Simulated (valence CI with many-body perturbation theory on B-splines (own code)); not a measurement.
## Which ion has this spectrum?

A relativistic CI+MBPT calculation for an atom or ion with 31 electrons gives these levels (eV):

```csv
J,Parity,E,g
1/2,odd,0.00,0.66
1/2,even,115.36,2.14
3/2,odd,159.17,1.33
3/2,even,258.93,1.65
5/2,even,268.69,1.35
3/2,even,282.19,0.99
1/2,even,284.57,1.26
3/2,even,345.71,0.81
5/2,even,376.78,1.21
3/2,odd,397.25,1.32
5/2,even,425.47,1.42
3/2,odd,436.52,0.50
1/2,even,443.56,1.92
5/2,odd,445.22,1.03
```

The energies are calculated, and their last digits are not significant.

Problem. Which is it?
A. Pb51+
B. Au48+
C. Tl50+
D. Pt47+

Solution. C. Tl50+, ground level (4s^2 4p1/2) J=1/2.
